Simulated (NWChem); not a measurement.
Species: CH₈N₂Si; SMILES [SiH](N)(N)C

```xyz
12

Si    -0.0866    -0.3258     0.0000
C      1.7478     0.0943     0.0000
N     -0.7291     0.2451    -1.5197
N     -0.7291     0.2451     1.5197
H     -0.3789    -1.7834     0.0000
H      2.2413    -0.3120    -0.8890
H      1.9129     1.1800     0.0000
H      2.2413    -0.3120     0.8890
H     -1.6679    -0.0261    -1.7905
H     -0.5457     1.1984    -1.8142
H     -1.6679    -0.0261     1.7905
H     -0.5457     1.1984     1.8142
```
Atoms are numbered in this order, from 1.

Level: B3LYP/6-31G* (spherical d) (NWChem), optimised geometry, unscaled harmonic frequencies. B3LYP is NWChem's, with the RPA form of VWN correlation.

| frequency (cm⁻¹) | IR intensity (km/mol) |
|---|---|
| 112 | 0.1 |
| 134 | 0.1 |
| 224 | 7.6 |
| 265 | 0.7 |
| 283 | 6.4 |
| 344 | 38.1 |
| 403 | 411.3 |
| 477 | 89.4 |
| 619 | 13.2 |
| 668 | 6.8 |
| 743 | 2.6 |
| 777 | 34.2 |
| 820 | 9.1 |
| 890 | 111.8 |
| 896 | 104.8 |
| 952 | 153.3 |
| 960 | 165.3 |
| 1333 | 30.1 |
| 1499 | 2.4 |
| 1499 | 3.1 |
| 1628 | 60.8 |
| 1629 | 41.2 |
| 2252 | 173.5 |
| 3045 | 6.9 |
| 3113 | 14.5 |
| 3139 | 12.1 |
| 3540 | 8.3 |
| 3540 | 6.8 |
| 3632 | 0.0 |
| 3632 | 14.7 |

The zero-point energy is 61.5 kcal/mol and the thermal correction to the enthalpy at 298.15 K (with zero-point energy) is 66.7 kcal/mol. The heat capacity Cv is 25.6 cal/(mol K) and the entropy at 298.15 K and 1 atm (symmetry number 1) comes out as 80.4 cal/(mol K). The dipole moment is 2.29 D.

Rigid rotor and harmonic oscillator.
